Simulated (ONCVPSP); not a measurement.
## An all-electron radial function and its pseudo partner (boron (B))

Columns: radius, all-electron u(r) and pseudo u(r) of the 2p shell (level -3.61 eV) of boron in the configuration [He] 2s2 2p1; PBE, non-relativistic, ONCV scheme, ONCVPSP 4.0.1.

```
r (bohr)  all-electron  pseudo
   0.145        0.0515  0.0191
   0.290        0.1515  0.0737
   0.435        0.2579  0.1563
   0.580        0.3543  0.2559
   0.725        0.4351  0.3603
   0.870        0.5001  0.4581
   1.015        0.5511  0.5404
   1.160        0.5879  0.6019
   1.305        0.6116  0.6411
   1.450        0.6241  0.6597
   1.595        0.6273  0.6615
   1.740        0.6228  0.6510
   1.885        0.6124  0.6327
   2.030        0.5974  0.6103
   2.175        0.5790  0.5860
   2.320        0.5581  0.5613
   2.465        0.5355  0.5367
   2.610        0.5119  0.5122
   2.755        0.4878  0.4878
   2.900        0.4636  0.4635
   3.045        0.4395  0.4395
   3.190        0.4160  0.4159
   3.335        0.3930  0.3930
   3.480        0.3708  0.3708
   3.625        0.3495  0.3495
   3.770        0.3290  0.3290
```

Question: How many radial nodes do the two functions have?

Answer: The all-electron 2p function has n − l − 1 = 0; the pseudo-wave has 0.

Question: At about which radius was the pseudo-wave matched?

Answer: 2.90 bohr. The columns agree to 0.0005 from 2.61 bohr on; several derivatives are matched, so the curves merge somewhat inside the radius.

Question: Is the pseudo-wave norm-conserving?

Answer: Yes: the ONCV scheme keeps the norm inside the radius equal to the all-electron one, which fixes the energy derivative of the logarithmic derivative at the level.
